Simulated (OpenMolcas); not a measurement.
**Re5+: effect of the ligand basis**

Re5+ with 6 ligands (fluoride) in octahedral coordination (Oh) at 1.89 Å. A charge of +0.167 e stands 2.6 Å behind each ligand.

```json
{
 "Program": "OpenMolcas 26.06",
 "Method": "SS-CASPT2, IPEA 0.25 Eh, imaginary shift 0.1 Eh (closed shells correlated: 5s 5p and the ligand valence shells)",
 "Spin-orbit coupling": "state interaction with AMFI integrals over the reference wave functions"
}
```

Fixed: metal basis ANO-RCC-VTZP, active space 2 electrons in 5 orbitals (5d), DKH2 Hamiltonian.

States (labels of O, the rotations of Oh). Energies in cm-1 above the lowest state or level, χT in cm3 K/mol; under a threefold ground state the first gap can be a small split of the lowest multiplet, not the spin-orbit step.

| Run | Ligand basis | Ground state | First state of that spin | First gap with spin-orbit (degeneracies) | χT at 300 K | First state of another spin | Cost |
| --- | --- | --- | --- | --- | --- | --- | --- |
| A | ANO-RCC-VDZP | 3T1 | 3T2 39770 | 260 (2, 3) | 0.122 | 1T2 6960 | roughly 80 core-seconds |
| B | ANO-RCC-VTZP | 3T1 | 3T2 39040 | 270 (2, 3) | 0.118 | 1T2 6810 | roughly 10 core-minutes |

Against A, the first state of the same spin changes by -1.8 % in B.

Costs are those of the CASPT2 steps.

Roots that are degenerate in the reference are averaged as groups; the widest CASPT2 spread within a group is 1200 cm-1 (the 3-fold group of multiplicity 1 near 48500 cm-1 above the lowest state of its run, A). Shifts and gaps below about the spread of the groups concerned are not significant. Over all roots computed the reference weight is 0.68 to 0.70 in A, 0.68 to 0.70 in B; a low but even weight reflects the number of correlated electrons. An orbital triplet at a regular site is open to Jahn-Teller coupling, which can distort the site and quench the lowest spin-orbit gaps and is left out. Ligand-to-metal charge-transfer states are missing. With no ligand orbital active B as a rule stays too high, so bands that hang on it stand too high and its fall with covalency is understated. With one d shell and no ligand orbital active, 10Dq can be off by a tenth or more. The least metal-like active orbital is 71 % on the metal (Löwdin) and no ligand orbital is active, so the numbers are rough (holds for A). The least metal-like active orbital is 65 % on the metal (Löwdin) and no ligand orbital is active, so the numbers are rough (holds for B). No measured value stands beside these numbers; the geometry is a model, was not optimised and need not be the one that this ion takes.
